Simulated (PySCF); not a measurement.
**Working out the ionisation energy of Ar²⁺**

Ar²⁺ [Ne] 3s2 3p4 (3P) → Ar³⁺ [Ne] 3s2 3p3 (4S). All numbers are calculated (PySCF 2.14, scalar relativity by spin-free X2C-1e, in cc-pVTZ-DK (5s4p2d1f, 34 functions)). Frozen: [Ne]. Energies in hartree (1 hartree = 27.21139 eV):

```
            part  Ar²⁺ (lower)  Ar³⁺ (upper)
             UHF   -527.117724   -525.670686
CCSD correlation     -0.154997     -0.121746
             (T)     -0.003850     -0.002941
```

Problem. What does Hartree-Fock give?

Solution. (-525.670686) − (-527.117724) = 1.447038 hartree = 39.376 eV.

Problem. What do CCSD and CCSD(T) give?

Solution. The CCSD correlation energies differ by 0.033251 hartree = 0.905 eV and the triples by 0.000909 hartree = 0.025 eV, so CCSD gives 40.281 eV and CCSD(T) 40.306 eV.

Reference: 40.735 ± 0.012 eV (semi-empirical (NIST evaluation); NIST Atomic Spectra Database, ionization energies), between the lowest levels; spin-orbit coupling is absent from the calculation.

What remains against the reference includes basis incompleteness, the frozen core and higher excitations.
